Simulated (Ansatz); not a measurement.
Ansatz results at the PBE0-D4/def2-TZVP geometry: HOMO–LUMO gap (B3LYP/def2-TZVPP) 5.38 eV; HOMO energy (B3LYP/def2-TZVPP) -7.55 eV; size of the dipole moment (ωB97M-V/def2-TZVPP) 0.97 D.

Each molecule was computed in one conformer, which needn't be the lowest.

Problem. Which molecule gave them?
A. `C[SiH2][B](C)[AlH2]`
B. `C[SiH2][Al]([CH3])[OH]`
C. `F[C]1=[CH][AlH]1`
D. `B[SiH2][CH2][AlH][CH3]`

Solution. D. The others give `C[SiH2][B](C)[AlH2]`: 4.20, -6.44, 0.90; `C[SiH2][Al]([CH3])[OH]`: 5.69, -6.81, 0.83; `F[C]1=[CH][AlH]1`: 5.96, -7.15, 2.34.

B3LYP here is the variant with VWN-RPA as its local correlation; programs differ in this.
